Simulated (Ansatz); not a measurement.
Molecular dynamics, step by step

CH$_{2}$FNSi (SMILES N=C=[SiH]F), closed shell, HF/def2-SVP (Ansatz 0.2.0). Settings (timestep in fs, temperature in K, friction in 1/fs; T counts 18 degrees of freedom, while the starting velocities carry no drift of the centre of mass, so T starts below the set value):

```yaml
hamiltonian: {xc: hf}
md: {n_steps: 60, timestep: 0.5, temperature: 100, ensemble: nvt_langevin, seed: 137, friction: 0.05, initial_velocities: maxwell_boltzmann}
```

Start (the SMILES describes the start alone):

```xyz
6
angstrom
N 1.5926 -0.0720 -0.8003
C 0.6414 -0.1224 -0.0190
Si -1.0772 0.3615 0.0612
F -2.0582 -0.9234 0.1512
H 2.4898 -0.4495 -0.5095
H -1.5884 1.2058 1.1165
```

```csv
step,time (fs),potential energy less the start (meV),kinetic energy (meV),T (K)
0,0.00,0.0,64.6,83
4,2.00,-29.0,84.5,109
8,4.00,-82.9,105.0,135
12,6.00,-102.6,113.9,147
16,8.00,-106.9,117.6,152
20,10.00,-140.5,121.1,156
24,12.00,-198.3,187.3,242
28,14.00,-224.4,191.9,247
32,16.00,-248.4,188.3,243
36,18.00,-294.8,202.6,261
40,20.00,-340.5,314.4,405
44,22.00,-367.9,304.4,393
48,24.00,-398.3,307.4,396
52,26.00,-446.4,277.7,358
56,28.00,-491.6,270.7,349
60,30.00,-517.5,263.7,340
```

Step 8, positions (Å) and forces (eV/Å):

```
atom       x       y       z      Fx      Fy      Fz
  N1   1.601  -0.068  -0.786  -0.203  -0.366   0.541
  C2   0.653  -0.115  -0.035   0.517   0.557  -0.918
 Si3  -1.083   0.368   0.061  -0.985  -0.467  -0.427
  F4  -2.059  -0.937   0.146   0.326   0.309   0.107
  H5   2.495  -0.448  -0.514   0.074  -0.025   0.237
  H6  -1.535   1.267   1.123   0.271  -0.008   0.461
```

Step 24, positions (Å) and forces (eV/Å):

```tsv
atom	x	y	z	Fx	Fy	Fz
N1	1.634	-0.070	-0.775	-0.008	-0.187	0.043
C2	0.667	-0.086	-0.074	-0.147	0.285	-0.311
Si3	-1.095	0.376	0.071	-0.475	0.093	-0.626
F4	-2.040	-0.951	0.145	0.299	0.322	0.382
H5	2.528	-0.440	-0.511	0.238	-0.065	0.243
H6	-1.346	1.274	1.220	0.092	-0.448	0.271
```

Step 48, positions (Å) and forces (eV/Å):

```
atom       x       y       z      Fx      Fy      Fz
  N1   1.677  -0.085  -0.774   2.153  -0.258  -0.345
  C2   0.685  -0.077  -0.171  -2.123   0.007   0.932
 Si3  -1.146   0.399   0.079   0.123   1.522   0.025
  F4  -2.002  -0.952   0.131  -0.287  -1.019   0.199
  H5   2.545  -0.441  -0.390  -0.037   0.089  -0.436
  H6  -1.107   0.900   1.512   0.171  -0.341  -0.375
```

Last step (60):

```csv
atom,x (Å),y (Å),z (Å)
N1,1.7066,-0.0979,-0.7585
C2,0.6704,-0.0808,-0.1985
Si3,-1.1704,0.4263,0.0900
F4,-1.9988,-0.9721,0.1236
H5,2.6029,-0.4218,-0.4295
H6,-1.0160,0.6062,1.5705
```

Hardware: 2 CPU threads of an Intel Xeon, shared host. Wall time about 2.6 min.
